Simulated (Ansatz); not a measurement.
`BCC[SiH2]Cl` + H₂ → `C[SiH2]Cl` + `BC` at 298.15 K and 1 bar (hydrogenolysis of a C–C bond).

Gas-phase electronic energies from Ansatz, PBE0-D4/def2-TZVP geometries. CCSD(T)/CBS is the MP2 limit (def2-TZVPP, def2-QZVPP) plus CCSD(T) − MP2 in def2-TZVPP, frozen cores. This one scheme is used for every species. One conformer a species, not always the lowest.

| species | CCSD(T)/CBS energy (Eh) | H − E (kJ/mol) | S (J/(mol·K)) |
| --- | --- | --- | --- |
| `BCC[SiH2]Cl` | -854.60427 | 269.6 | 367.7 |
| H₂ | -1.17544 | 35.1 | 130.4 |
| `C[SiH2]Cl` | -789.97638 | 160.6 | 298.1 |
| `BC` | -65.83255 | 158.6 | 247.5 |

H − E and S are ideal-gas, rigid-rotor, harmonic terms from PBE0-D4/def2-TZVP, for one conformer and one mirror image of each species. The MP2-based limit puts H₂ 0.8 mEh under its directly extrapolated value; such offsets cancel only in part. 1 Eh = 2625.50 kJ/mol, R = 8.31446 J/(mol·K).

Problem. By hand: ΔE, ΔH, ΔS and ΔG.

Solution. ΔE = (-789.97638) + (-65.83255) − (-854.60427) − (-1.17544) = -0.02922 Eh = -76.7 kJ/mol. Δ(H − E) = 160.6 + 158.6 − 269.6 − 35.1 = 14.5, so ΔH = -62.2 kJ/mol. ΔS = 298.1 + 247.5 − 367.7 − 130.4 = 47.5 J/(mol·K). ΔG = -62.2 − 298.15 × (47.5)/1000 = -76.4 kJ/mol.

Problem. By hand: the equilibrium constant, and the temperature at which ΔG would vanish if ΔH and ΔS stayed fixed.

Solution. log₁₀ K = −ΔG/(RT ln 10) = 13.4. ΔH and −TΔS have one sign here, so there is no such temperature.

ΔH outweighs TΔS. A doubt of 5 kJ/mol in ΔE shifts log₁₀ K by 0.9 here. Other conformers and mirror images would add mixing entropy, several J/(mol·K) or more a flexible species. Modes under 60 cm⁻¹, often nearly free rotors, make the harmonic entropy too high. These are equilibria of isolated gas molecules and say nothing of rates. Largest T1 diagnostic: 0.010 (customary marks: 0.02 for closed shells, 0.045 for open ones).
